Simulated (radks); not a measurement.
Results of a calculation; reference values are marked as such.
Numerical settings for the potassium ion K+, [Ar]. Code: a radial shooting solver on a logarithmic mesh with Libxc functionals. Model: non-relativistic Kohn-Sham, TPSS, spin-unpolarised, spherical densities, point nucleus; meta-GGA in the generalised Kohn-Sham scheme. The defaults (mesh step 0.008 in ln r, mesh end at 40 bohr or more with all orbitals vanishing there, Anderson mixing 0.5 over 9 steps, residual threshold near 1e-9 with the energy settled to 1e-9 hartree or 1e-11 of itself, here a cap of 60 iterations) give E = -599.785 hartree and 3p at -25.085 eV in 10 iterations. Times are rough (one thread of a shared host). Changes against that run (0 stands for a change within the tolerance of the run):

setting                     iterations         converged  E (mhartree)  e(3p) (meV)  CPU (s)
mesh step in ln r 0.012             10               yes             0            0     0.06
mesh step in ln r 0.12               4                no      diverged            -     0.01
mesh step in ln r 0.005             12               yes             0            0     0.14
mesh end (bohr) 2                   10  level above zero     +4.35e+03    +3.34e+04     0.06
mesh end (bohr) 3                   10               yes          +359    +5.04e+03     0.07
residual threshold 0.01              8               yes             0      -0.0291     0.07
residual threshold 1e-05             8               yes             0      -0.0291     0.07
mixing 0.2                          11               yes             0      -0.0136     0.09
linear mixing, mixing 0.05          60                no       +0.0924         -486     0.37
linear mixing, mixing 0.5           60                no             0            0     0.31
mixing history 20                   10               yes             0            0     0.08
iteration cap 3                      3                no          +1.7         -595     0.02

Settled on a wrong energy, with an occupied level pushed above zero by the early mesh end: mesh end (bohr) 2 (+4.35 hartree). Apart from these: settings that end as converged yet miss the energy by more than 1 mhartree: mesh end (bohr) 3 (+0.359 hartree). A mesh that ends early acts as a hard wall.
